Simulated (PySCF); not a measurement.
Cl (chlorine, neutral) across methods

[Ne] 3s2 3p4 4s1, high-spin 4P determinant (an excited configuration). Calculation: PySCF 2.14, in aug-cc-pV(Q+d)Z with one added diffuse shell each of s, p, d, f, g type (8s7p6d4f3g, 114 functions); the non-relativistic Hamiltonian (point nucleus).

```json
{"method": "B3LYP", "E (hartree)": "-459.8501", "mean ε 3p α (eV)": "-16.029", "mean ε 3p β (eV)": "-14.088", "mean ε 4s α (eV)": "-2.672", "Σ⟨r²⟩ (bohr²)": "53.63", "⟨S²⟩": "3.753"}
{"method": "PBE0", "E (hartree)": "-459.6825", "mean ε 3p α (eV)": "-16.521", "mean ε 3p β (eV)": "-14.389", "mean ε 4s α (eV)": "-2.776", "Σ⟨r²⟩ (bohr²)": "54.23", "⟨S²⟩": "3.755"}
{"method": "PBE", "E (hartree)": "-459.6452", "mean ε 3p α (eV)": "-14.762", "mean ε 3p β (eV)": "-12.773", "mean ε 4s α (eV)": "-2.354", "Σ⟨r²⟩ (bohr²)": "53.69", "⟨S²⟩": "3.753"}
{"method": "UHF", "E (hartree)": "-459.19354", "mean ε 3p α (eV)": "-20.990", "mean ε 3p β (eV)": "-18.267", "mean ε 4s α (eV)": "-3.733", "Σ⟨r²⟩ (bohr²)": "57.43", "⟨S²⟩": "3.761"}
{"method": "r2SCANh", "E (hartree)": "-459.7957", "mean ε 3p α (eV)": "-16.049", "mean ε 3p β (eV)": "-13.826", "mean ε 4s α (eV)": "-2.548", "Σ⟨r²⟩ (bohr²)": "54.54", "⟨S²⟩": "3.757"}
{"method": "LDA", "E (hartree)": "-458.3321", "mean ε 3p α (eV)": "-14.727", "mean ε 3p β (eV)": "-12.710", "mean ε 4s α (eV)": "-2.449", "Σ⟨r²⟩ (bohr²)": "52.69", "⟨S²⟩": "3.752"}
{"method": "M06-L", "E (hartree)": "-459.8030", "mean ε 3p α (eV)": "-15.345", "mean ε 3p β (eV)": "-13.126", "mean ε 4s α (eV)": "-2.257", "Σ⟨r²⟩ (bohr²)": "54.61", "⟨S²⟩": "3.756"}
{"method": "r2SCAN", "E (hartree)": "-459.7950", "mean ε 3p α (eV)": "-15.444", "mean ε 3p β (eV)": "-13.253", "mean ε 4s α (eV)": "-2.390", "Σ⟨r²⟩ (bohr²)": "54.58", "⟨S²⟩": "3.757"}
```

The outer electron is Rydberg-like, and this basis confines it to a smaller radius and binds it less than a complete one would.
